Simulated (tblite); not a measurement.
Isomers of C6H14BP. Calculated harmonic vibrations of the isolated species, GFN2-xTB (tblite), most abundant isotopes, no scaling. This tight-binding method is rough: wavenumbers can miss measured ones by several per cent, in bad cases by 10 to 20. Modes of hydrogen on boron and phosphorus can be 10 to 20 % off. One conformer each.

Electronic energies: GFN2-xTB at the same geometries; isomer energies are rough at this level and their order can be wrong.

```
                     SMILES  electronic energy, lowest = 0 (kJ/mol)
   [BH3-][P@@H+](C)C1=CCCC1                                   100.1
          CB(C)P1CC[C@@H]1C                                   163.8
    [BH3-][P@H+]1CCC(C)=C1C                                    77.9
  [BH3-][P+]1(C(C)(C)C)C=C1                                   299.1
[BH3-][P@+]12CC[C@H](CC1)C2                                     0.0
```

How do GFN2-xTB zero-point energies change the relative energies?

```tsv
SMILES	ZPE (kJ/mol)	of it from modes above 1550 cm⁻¹	electronic (kJ/mol)	with ZPE, lowest = 0 (kJ/mol)	lowest mode (cm⁻¹)	rings
[BH3-][P@+]12CC[C@H](CC1)C2	490.0	239.8	0.0	0.0	91	2
[BH3-][P@H+]1CCC(C)=C1C	474.4	245.8	77.9	62.4	58	1
[BH3-][P@@H+](C)C1=CCCC1	475.6	246.4	100.1	85.7	31	1
CB(C)P1CC[C@@H]1C	492.9	250.7	163.8	166.7	51	1
[BH3-][P+]1(C(C)(C)C)C=C1	472.5	253.7	299.1	281.5	14	1
```

The zero-point energies span 20.4 kJ/mol, from `[BH3-][P+]1(C(C)(C)C)C=C1` to `CB(C)P1CC[C@@H]1C`. The order is unchanged.

What do entropy and thermal enthalpy add at 298.15 K and 1 bar (rigid rotor, harmonic oscillator, one conformer each)?

```csv
SMILES,point group,symmetry number,S (J/(mol K)),H − H(0) (kJ/mol),ZPE + H − H(0) − TS (kJ/mol)
[BH3-][P@+]12CC[C@H](CC1)C2,Cs,1,383.2,26.11,401.9
[BH3-][P@H+]1CCC(C)=C1C,C1,1,429.6,31.73,378.1
[BH3-][P@@H+](C)C1=CCCC1,C1,1,427.0,30.82,379.1
CB(C)P1CC[C@@H]1C,C1,1,429.2,31.79,396.7
```

Not tabulated: `[BH3-][P+]1(C(C)(C)C)C=C1` (lowest mode only 14 cm⁻¹).
